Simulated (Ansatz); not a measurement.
C₄HCoO₄, charge +1, doublet, at a GFN2-xTB geometry (such geometries of metal compounds can be far from the true shape) (the multiplicity is a formal guess); SVWN5/6-31G (Ansatz, a program for electronic structure).

The Ansatz input:
Ansatz 0.2 input:
```yaml
crystal:
  periodic: [false, false, false]
  atoms:
    - {symbol: Co, position_ang: [0.32135954, -0.03881246, 0.09486624]}
    - {symbol: O, position_ang: [1.66602219, -0.15098768, -2.50905497]}
    - {symbol: C, position_ang: [1.13970211, -0.10801026, -1.52005356]}
    - {symbol: O, position_ang: [0.11003334, 0.39932444, 2.98700799]}
    - {symbol: C, position_ang: [0.17701032, 0.23246837, 1.88036585]}
    - {symbol: O, position_ang: [-1.31545884, 2.33540521, -0.60625963]}
    - {symbol: C, position_ang: [-0.71729880, 1.42496812, -0.34575408]}
    - {symbol: O, position_ang: [-1.51429134, -2.39720258, -0.18868248]}
    - {symbol: C, position_ang: [-0.88013862, -1.47825650, -0.10116030]}
    - {symbol: H, position_ang: [1.43719963, -0.87139706, 0.49413680]}
basis:
  gaussian:
    orbitals: 6-31G
    point_charges:
      - {charge: -1.0, position_ang: [-4.6227, 1.5494, -3.4011]}
hamiltonian:
  xc: {name: SVWN5}
total_charge: 1
magnetization: {spin_polarized: true, initial_magnetization: 1}
```

The log (banner, timings and long lists left out):

```
Functional definition: SVWN5
1412 factors; their error is unknown
mean field evaluation 1: about -49784.5249 eV, gradient 7.6e1 eV
mean field evaluation 2: about -49372.8660 eV, gradient 2.6e2 eV
mean field evaluation 4: about -49726.6230 eV, gradient 1.7e2 eV
mean field evaluation 8: about -49801.3825 eV, gradient 9.0e-2 eV
mean field evaluation 16: about -49800.2502 eV, gradient 5.2e0 eV
a density is far from that of the atoms, so the factors are made again for it
1221 factors; integrals over basis functions are off by at most 6.0e-5 eV
mean field -49801.38234753 eV, -1830.1670446825 hartree, gradient 1.9e-5 eV, S^2 0.755873; 0 other end points of the search recorded, 0 dependent functions left out
reference -49801.38239894 eV, -1830.1670465715 hartree; 42, 41 occupied and 61, 62 virtual orbitals, 1221 factors
Total energy: -49801.38239894 eV, -1830.1670465715 hartree
```
